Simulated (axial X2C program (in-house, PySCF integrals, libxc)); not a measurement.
GeS⁻: bond constants with and without spin–orbit coupling

All values were computed with an axial X2C code built on PySCF integrals. Spin-free means the one-electron spin-free X2C Hamiltonian; two-component (2c) means X2C with spin–orbit coupling and atomic mean-field two-electron Coulomb and Gaunt terms, so the difference of the two also holds small scalar two-electron terms. Basis: Ge dyall-acv3z [10s10p8d5f1g], S dyall-av3z [9s8p3d2f] (cores contracted in-house); Gaussian nuclei, density fitting, unrestricted open shells. Masses: Ge 73.921 u, S 31.972 u.

State, spin-free: M_S = 1/2, Λ = 1 (beyond evenly filled blocks: π+α); electrons by block: σα: 12, σβ: 12, π+α: 6, π+β: 5, π-α: 5, π-β: 5, δ+α: 1, δ+β: 1, δ-α: 1, δ-β: 1. Fragments: Ge + S-.

State, 2c: Ω = 1/2 (⟨Sz⟩ = -0.50, ⟨Lz⟩ = 1.00 at PBE0); electrons by block: 1/2: 18, -1/2: 17, 3/2: 6, -3/2: 6, 5/2: 1, -5/2: 1. Fragments: Ge + S-.

| Hamiltonian | level | Re (Å) | ωe (cm⁻¹) | ωexe (cm⁻¹) | αe (cm⁻¹) | De (eV) | D0 (eV) | k (mdyn/Å) | μ (D) |
| --- | --- | --- | --- | --- | --- | --- | --- | --- | --- |
| spin-free | PBE0 | 2.111 | 474.4 | 1.42 | 0.000745 | 4.17 | 4.14 | 2.96 | -1.90 |
| spin-free | PBE50 | 2.092 | 498.3 | 1.4 | 0.00072 | 4.01 | 3.98 | 3.27 | -2.16 |
| 2c | PBE0 | 2.113 | 473.5 | 1.41 | 0.000743 | n/a | n/a | 2.95 | -1.98 |
| 2c | PBE50 | 2.094 | 497.4 | 1.4 | 0.000719 | n/a | n/a | 3.25 | -2.23 |

Dipoles are positive if S is the positive end and refer to the centre of mass.

One determinant describes the state; a PBE0 search over occupations chose it and may have missed a lower one. De is counted from the lowest determinant-based energies of the atoms at the same level, without counterpoise correction. De is not given where an atomic determinant may have missed its ground term or J level, or where the truncated virtual space spoils (T). Density functionals use the spin component along the axis (collinear). Without a current term, density functionals place determinants with orbital angular momentum somewhat too high. The highest occupied level of some functionals is positive through self-interaction error; at Hartree–Fock it is bound.

No reliable constants came from CCSD (2c), CCSD (spin-free), CCSD(T) (2c), CCSD(T) (spin-free), HF (2c), HF (spin-free), MP2 (2c), MP2 (spin-free): no minimum in range, unconverged points, a curve that is not smooth, a change of character along it, or the two Hamiltonians disagreeing along it.

Rough cost a point (2c) on 1 thread(s) of a shared host, integrals apart: PBE0 0.8 s, PBE50 0.9 s.

The whole task took 3 min on 1 thread of Arm Neoverse V1, on a shared host.
